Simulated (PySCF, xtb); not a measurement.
Sn(SH)(SiH3) (H4SSiSn), SMILES [SiH3][Sn][SH] (connectivity only; charge and spin as stated), neutral, multiplicity 1. The values are those of a single conformer.

Harmonic wavenumbers (cm⁻¹) from xtb 6.7.1 with GFN2-xTB at its own minimum, in rising order: 18, 95, 268, 278, 330, 336, 370, 611, 770, 825, 830, 2104, 2141, 2158, 2408.

### Question
What does B3LYP-D3(BJ)/def2-SVP (PySCF) give at its own minimum? (The exact figures need the calculation; the answer reports its results.)

### Answer
11, 96, 263, 321, 334, 433, 446, 677, 854, 941, 941, 2170, 2180, 2197, 2651. Paired by order, the mean absolute difference is 66 cm⁻¹ and the zero-point energies are 19.4 and 20.7 kcal/mol.
